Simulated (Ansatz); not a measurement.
Computed with Ansatz on PBE0-D4/def2-TZVP structures; ΔE is electronic, products minus reactants. CCSD(T)/CBS adds triple-zeta CCSD(T) − MP2 to the extrapolated MP2 energy (def2 sets, frozen cores). DFT in def2-TZVPP. HSE06 is defined as in plane-wave codes. One conformer a species, not always the lowest.

Reaction (cleavage of the B–Al bond): `[BH2][AlH][BH]O` + `CC(N)F` → `BNC(C)F` + `O[BH][AlH2]`

| level | ΔE (kJ/mol) | difference from CCSD(T)/CBS |
| --- | --- | --- |
| LDA (SPW92) | -172.7 | -6.6 |
| revPBE-D4 | -158.7 | 7.4 |
| HSE06-D4 | -161.8 | 4.3 |
| BHLYP-D4 | -171.5 | -5.4 |
| ωB97X-V | -166.0 | 0.1 |
| PBE | -157.6 | 8.5 |
| BLYP | -163.8 | 2.3 |
| r2SCAN | -163.1 | 3.0 |
| r2SCANh | -164.3 | 1.8 |
| r2SCAN0 | -165.7 | 0.4 |
| HSE06 | -160.6 | 5.5 |
| MP2/def2-SVP | -189.9 | -23.8 |
| CCSD(T)/def2-SVP | -182.5 | -16.4 |
| HF/def2-QZVPP | -167.5 | -1.4 |
| MP2/def2-QZVPP | -175.2 | -9.1 |
| MP2/CBS(def2) | -174.4 | -8.3 |
| CCSD(T)/CBS | -166.1 | 0 |

What do rigid-rotor, harmonic-oscillator terms from PBE0-D4/def2-TZVP frequencies (298.15 K, 1 bar) make of the CCSD(T)/CBS value? (An estimate is asked.)

Ansatz gave: ΔZPE = -2.5 kJ/mol, ΔH = -170.2 kJ/mol, ΔS = -14 J/(mol·K), ΔG = -165.9 kJ/mol.

Largest T1 diagnostic among the species: 0.014.

From PBE to PBE0 (25 % exact exchange), in def2-TZVPP and without D4, ΔE moves by −3.1 kJ/mol. At CCSD(T), def2-SVP lies −16.4 kJ/mol from the extrapolated value and def2-TZVPP −1.5 kJ/mol.
